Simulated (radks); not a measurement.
Radial electron density D(r) = 4 pi r^2 rho(r) of an atom or ion with 60 electrons. All-electron calculation, scalar-relativistic Kohn-Sham, PBEsol, spin-unpolarised, spherical densities, finite nucleus; Fermi nuclear charge, rms radius of each element as measured or else 0.836 A^(1/3) + 0.57 fm. Program: a radial shooting solver on a logarithmic mesh with Libxc functionals.

| r (bohr) | D(r) (e/bohr) |
|---|---|
| 0.001829 | 8.491 |
| 0.002146 | 10.90 |
| 0.002518 | 13.89 |
| 0.002932 | 17.37 |
| 0.00344 | 21.78 |
| 0.004037 | 27.03 |
| 0.0047 | 32.80 |
| 0.005515 | 39.65 |
| 0.006472 | 47.13 |
| 0.007535 | 54.55 |
| 0.008842 | 62.26 |
| 0.01038 | 69.25 |
| 0.01208 | 74.60 |
| 0.01418 | 78.22 |
| 0.01664 | 79.33 |
| 0.01937 | 78.07 |
| 0.02273 | 74.98 |
| 0.02667 | 71.54 |
| 0.03105 | 69.80 |
| 0.03644 | 71.48 |
| 0.04276 | 77.76 |
| 0.04978 | 87.12 |
| 0.05841 | 97.52 |
| 0.06855 | 104.0 |
| 0.0798 | 103.3 |
| 0.09365 | 95.29 |
| 0.1099 | 84.32 |
| 0.1279 | 77.73 |
| 0.1501 | 79.25 |
| 0.1762 | 86.79 |
| 0.2051 | 91.04 |
| 0.2407 | 84.04 |
| 0.2825 | 65.46 |
| 0.3288 | 46.22 |
| 0.3859 | 35.19 |
| 0.4528 | 35.83 |
| 0.5272 | 40.03 |
| 0.6186 | 39.39 |
| 0.726 | 31.69 |
| 0.8452 | 22.22 |
| 0.9918 | 14.86 |
| 1.164 | 11.22 |
| 1.355 | 9.426 |
| 1.59 | 7.446 |
| 1.866 | 5.067 |
| 2.172 | 3.062 |
| 2.549 | 1.746 |
| 2.992 | 1.189 |
| 3.483 | 1.009 |
| 4.087 | 0.8645 |
| 4.796 | 0.6531 |
| 5.583 | 0.4226 |
| 6.552 | 0.2202 |
| 7.689 | 0.09487 |
| 8.951 | 0.03625 |
| 10.5 | 0.01099 |
| 12.33 | 0.002661 |
| 14.35 | 0.0005379 |

What is the nuclear charge?

Answer. Z = 60. The innermost maximum, from 1s, lies near gamma/Z bohr with gamma = sqrt(1 - (Z/c)^2) = 0.899, here 0.015 bohr (found: 0.0165), and its height grows with Z. The density is that of neutral neodymium in [Xe] 4f3 6s2 6p1; the configuration itself is not fixed sharply by these data, and Z only to a few units. D(r) has 4 maxima, at r = 0.0165, 0.0731, 0.205, 0.567 bohr, and minima at 0.0315, 0.134, 0.411 bohr, inside which lie 1.95, 11.12, 29.10 electrons.
